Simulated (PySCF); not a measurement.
**Polarisability and C₆ of Pb (lead, neutral)**

[Xe] 4f14 5d10 6s2 6p2, high-spin 3P determinant. Calculation: PySCF 2.14, in aug-cc-pVTZ-DK3 (9s8p6d3f, 84 functions); scalar relativity by spin-free X2C-1e. Coupled (time-dependent) response in atomic units; α is the mean over directions.

| method | mean α (bohr³) | α xx, yy, zz | C₆ (like pair) | S(−4) |
| --- | --- | --- | --- | --- |
| BLYP | 70.06 | 50.18, 80.01, 80.01 | 807.3 | 2285 |

S(−4) is the Cauchy moment in α(ω) = α(0) + S(−4) ω² + …

Reference α: 47 ± 3 bohr³ (recommended; Schwerdtfeger and Nagle, table of static dipole polarizabilities (2023 update)). Published C₆: 534.0 (Gould and Bucko (2016)).

Spin-orbit coupling is absent.

α(iu) at BLYP:

| u (hartree) | α(iu) (bohr³) |
| --- | --- |
| 0 | 70.06 |
| 0.0500 | 64.96 |
| 0.100 | 54.37 |
| 0.200 | 35.96 |
| 0.300 | 25.06 |
| 0.500 | 14.46 |
| 0.750 | 8.891 |
| 1.00 | 6.189 |
| 1.50 | 3.615 |
| 2.00 | 2.396 |
| 3.00 | 1.268 |
| 5.00 | 0.5206 |

A single London oscillator, α(iu) = α/(1 + u²/ω²), gives C₆ = (3/4) ω α². Matching the computed C₆ needs ω = 4 × 807.3 / (3 × 70.06²) = 0.219 hartree.

The components differ because the open shell of this determinant is not spherical; for a pure term their mean is the scalar polarisability.

Spin-orbit coupling is strong in this species (close to jj coupling), so the high-spin LS determinant is a model state, not a physical level.
